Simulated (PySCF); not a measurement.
BH2, SMILES [BH2] (connectivity only; charge and spin as stated), charge +1, multiplicity 1.

Geometry: PBE0-D3(BJ)/def2-TZVPD. The multiplicity is an assumed one; other spin states were not compared. The isomer is the one that the SMILES or the coordinates give; other isomers of the formula were not compared.

Two levels are set side by side: TDA-PBE/def2-TZVPD (PySCF) and TDA-ωB97X/def2-TZVPD (PySCF). Vertical, same geometry. The lowest singlet is HOMO→LUMO 100 % with PBE and HOMO→LUMO+1 99 % with the other functional; states are paired by order. Differences are taken from unrounded values.

| quantity | TDA-ωB97X |
|---|---|
| lowest singlet excitation (eV) | 7.49 |
| lowest triplet excitation (TDA) (eV) | 6.62 |
| first bright state (f over 0.05) (eV) | 11.71 |
| its oscillator strength | 0.37 |

Task: What does TDA-PBE give, and how far is it from TDA-ωB97X? (The exact figures need the calculation; the answer reports its results.)

Result: 
```
quantity                               TDA-PBE  TDA-PBE minus TDA-ωB97X
-------------------------------------  -------  -----------------------
lowest singlet excitation (eV)            7.08                    -0.40
lowest triplet excitation (TDA) (eV)      6.01                    -0.61
first bright state (f over 0.05) (eV)    11.00                    -0.71
its oscillator strength                   0.31                    -0.06
```

Functionals without exact exchange tend to place singlet excitations lower, as here. Differences between two approximate levels are no errors against the true value.

Rough cost on one machine, each run with all the roots and properties that it gave: TDA-ωB97X against TDA-PBE within a factor of 2.
